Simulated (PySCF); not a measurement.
Spinor energies of Pb³⁹⁺ (lead, charge +39)

Start: [Kr] 4d7; 4d3/2 filled at m_j = -3/2, -1/2, +1/2, +3/2; 4d5/2 filled at m_j = +1/2, +3/2, +5/2. Calculated with PySCF 2.14 in an uncontracted even-tempered set (16 s from 4.6 bohr⁻², ratio 2.8; 14 p from 5.9 bohr⁻², ratio 2.8; 9 d from 5.9 bohr⁻², ratio 2.8; 3 f from 25 bohr⁻², ratio 3): generalised Hartree-Fock with the X2C-1e Hamiltonian and a Gaussian nucleus; one run each with spin-orbit coupling (SO) switched off, then screened by Boettger's factors.

```tsv
spinor shell	electrons	ε, spin-free (eV)	ε, screened SO (eV)	weight of nominal j (screened SO)	rms radius, screened SO (bohr)
1s1/2	2	-90200.1	-90160.2	1.000	0.0181
2s1/2	2	-17687.9	-17674.6	1.000	0.0731
2p1/2	2	-15433.5	-17019.0	1.000	0.0618
2p3/2	4	-15433.5	-14821.9	1.000	0.0701
3s1/2	2	-5580.8	-5576.0	1.000	0.185
3p1/2	2	-4921.2	-5283.6	1.000	0.177
3p3/2	4	-4921.2	-4777.1	1.000	0.192
3d3/2	4	-4244.2	-4308.4	1.000	0.168
3d5/2	6	-4244.2	-4197.2	1.000	0.172
4s1/2	2	-2405.1	-2403.3	1.000	0.384
4p1/2	2	-2159.2	-2276.9	0.999	0.384
4d3/2	4	-1899.5	-1916.2	0.992	0.399
4d5/2	3	-1899.5	-1885.5	0.993	0.407
```

(1) Where does 4p3/2 lie, and what is the 4p spin-orbit splitting (screened SO)?

```json
{"quantity": "E (hartree)", "spin-free": "-19945.37400", "screened SO": "-19984.69358"}
{"quantity": "M_J", "spin-free": "9/2", "screened SO": "9/2"}
{"quantity": "⟨J²⟩", "spin-free": "24.751", "screened SO": "24.752"}
{"quantity": "⟨L²⟩", "spin-free": "12.001", "screened SO": "15.998"}
{"quantity": "⟨S²⟩", "spin-free": "3.750", "screened SO": "2.633"}
```

Each row is a mean over spinors that exchange with the open shell spreads, by up to 25.173 eV (4p3/2).

Breit and QED terms are absent; they matter most for the inner s and p1/2 levels.

Densities and radii are taken from the X2C orbitals without a picture-change correction, which distorts them close to the nucleus.

Without spin-orbit coupling the j labels of p, d and f shells carry no meaning; the spin-free column gives the mean over the occupied spinors of each nl shell.

Results:

(1) At -2111.0 eV, 165.95 eV above 4p1/2.
